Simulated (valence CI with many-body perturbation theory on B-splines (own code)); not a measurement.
From CI to CI+MBPT in Nd⁴⁵⁺

Computed by valence CI with perturbative core correlation (CI+MBPT): five valence electrons over a frozen Dirac-Fock core [Ne], radial functions for each j: 9 s, 9 p, 8 d, 6 f, 3 g, 1 h, with the one-electron correlation potential Σ1 (screened to all orders), the two-electron term Σ2, the three-electron term Σ3, Breit, model QED; selected single and double excitations, second order for the rest (own B-spline code, finite nucleus).

No measured spectrum was set against this ion. As an estimate, large intervals hold to a few tenths of a per cent, small ones and those within an open d or f shell to about a per cent. Among the levels kept, up to 500 cm⁻¹ of a level comes from second order outside the variational space, and about a tenth of that is noise between levels of different J, which matters for small intervals.

Each rung adds one term. CI alone is the Dirac-Coulomb CI over the frozen core; QED comes last and gives the full result, which names the levels. Energies are above (3s^2 3p1/2^2 3p3/2) J=3/2 on the same rung, in cm⁻¹.

Levels are named by their leading jj configuration (3d3/2^4 stands for four electrons in 3d with j = 3/2), which in mixed levels can hold well under half, so a name can repeat and another be missing. Letters in brackets count levels of one name in rising energy.

```csv
Level,CI alone,Σ1,Σ2,Σ3,Breit,QED,Full
(3s^2 3p1/2 3p3/2^2) J=3/2,984913,+849,+960,+206,-13732,+1655,974852
(3s^2 3p1/2 3p3/2^2) J=5/2,1063080,+857,+672,+2,-16196,+1652,1050070
(3s^2 3p1/2 3p3/2^2) J=1/2,1154250,+862,+365,-249,-13263,+1616,1143580
(3s^2 3p1/2^2 3d3/2) J=3/2,1421260,-1676,-2147,-840,-4287,-2641,1409670
(3s^2 3p1/2^2 3d5/2) J=5/2,1727900,-917,-2493,-851,-12434,-2859,1708350
(3s 3p1/2^2 3p3/2^2) J=5/2,2021220,-963,-755,+553,-3756,-12823,2003480
(3s^2 3p3/2^3) J=3/2,2151310,+1697,+1398,-83,-27787,+3144,2129680
(3s 3p1/2^2 3p3/2^2) J=1/2,2195770,-935,-906,+560,-1783,-13137,2179570
(3s 3p1/2^2 3p3/2^2) J=3/2,2199620,-931,-1745,+563,-4887,-11227,2181390
(3s^2 3p1/2 3p3/2 3d3/2) J=5/2 [a],2399610,-825,-1275,-480,-20612,-881,2375540
(3s^2 3p1/2 3p3/2 3d3/2) J=3/2 [a],2412050,-834,-1535,-497,-18419,-1687,2389070
(3s^2 3p1/2 3p3/2 3d3/2) J=1/2 [a],2413080,-824,-1202,-498,-17555,-988,2392020
(3s^2 3p1/2 3p3/2 3d3/2) J=7/2,2477100,-788,-1270,-787,-23477,-808,2449970
(3s^2 3p1/2 3p3/2 3d5/2) J=7/2 [a],2649820,-58,-1185,-562,-27057,-171,2620790
(3s^2 3p1/2 3p3/2 3d3/2) J=5/2 [b],2657800,-730,-4921,-1692,-20366,-1370,2628720
(3s^2 3p1/2 3p3/2 3d5/2) J=3/2 [a],2688100,-81,-1237,-317,-25057,-1696,2659710
(3s^2 3p1/2 3p3/2 3d3/2) J=3/2 [b],2708040,-845,-6863,-1713,-15925,-3693,2679000
(3s^2 3p1/2 3p3/2 3d3/2) J=1/2 [b],2708130,-825,-5534,-1650,-16257,-2381,2681480
(3s^2 3p1/2 3p3/2 3d5/2) J=5/2 [a],2728540,-124,-1680,-711,-27265,-1210,2697550
```

The middle columns are the shifts that each term adds.

Problem. How does the ionisation energy move along the ladder, and which term matters most?

Solution. CI alone 3666.8, + Σ1 3667.7, + Σ2 3667.8, + Σ3 3667.3, + Breit 3664.8, + QED 3664.7 eV. The largest step is Breit, -2.5 eV. NIST lists 3662 ± 4 eV (theoretical).
